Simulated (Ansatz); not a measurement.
Geometry optimisation, Ansatz, RKS B3LYP-D4/def2-SVP.

Input:

```yaml
crystal:
  periodic: [false, false, false]
  atoms:
    - { symbol: C, position_ang: [0.1517, -1.2525, 0.1056] }
    - { symbol: "N", position_ang: [-1.1543, -0.6784, -0.0917] }
    - { symbol: Sn, position_ang: [0.143, 0.7738, -0.0503] }
    - { symbol: H, position_ang: [-1.93163, -1.36789, -0.13589] }
    - { symbol: H, position_ang: [0.244, 1.4737, -1.6537] }
    - { symbol: H, position_ang: [-0.1177, 1.7111, 1.4207] }
basis:
  gaussian: { orbitals: def2-SVP }
hamiltonian:
  xc: b3lyp
  dispersion: d4
relax:
  f_tol: 0.02
  max_steps: 50
```

Command:

```bash
$ ansatz run input.yaml --threads 1 --pin off --max-ram 2048MiB --backend cpu --events-out ev --progress --plain --runs-dir out
```

Question: Where does it end, and by what steps?

Answer: The run converged. After 24 steps the energy has fallen by 3.026 eV; C1 moved furthest, 1.09 Å. Parted: N2–Sn3.

```
step  energy less start (eV)  largest force component (eV/Å)  accepted
   0                  0.0000                           5.455       yes
   1                 -1.0340                           3.186       yes
   2                 -1.5450                           4.641       yes
   3                 -1.9147                           1.124       yes
   4                 -2.0529                           1.175       yes
   5                 -2.1374                           1.321       yes
   6                 -2.2203                           1.176       yes
   7                 -2.2741                           1.762       yes
   8                 -2.3020                           1.335       yes
   9                 -2.4262                           0.637       yes
  10                 -2.4639                           0.530       yes
  11                 -2.4942                           0.698       yes
  12                 -2.5126                           0.602       yes
  13                 -2.5634                           1.659       yes
  14                 -2.5946                           4.134       yes
  15                 -2.7369                           2.393       yes
  16                 -2.8576                           1.132       yes
  17                 -2.9266                           1.340       yes
  18                 -2.9921                           0.958       yes
  19                 -3.0211                           0.083       yes
  20                 -3.0244                           0.118       yes
  21                 -3.0247                           0.136       yes
  22                 -3.0253                           0.047       yes
  23                 -3.0253                           0.092       yes
  24                 -3.0262                           0.009       yes
```

```xyz
6
Properties=species:S:1:pos:R:3
C -0.640 -0.513 -0.037
N -1.434 -1.368 -0.062
Sn 1.145 1.021 0.047
H -2.134 -2.090 -0.087
H 0.351 1.694 -1.408
H 0.047 1.915 1.140
```

Whether the end is a true minimum wasn't checked by a vibrational analysis.

Run time: 69 s on 1 thread of Arm Neoverse V1, with other jobs on the host, peak memory 0.14 GiB.
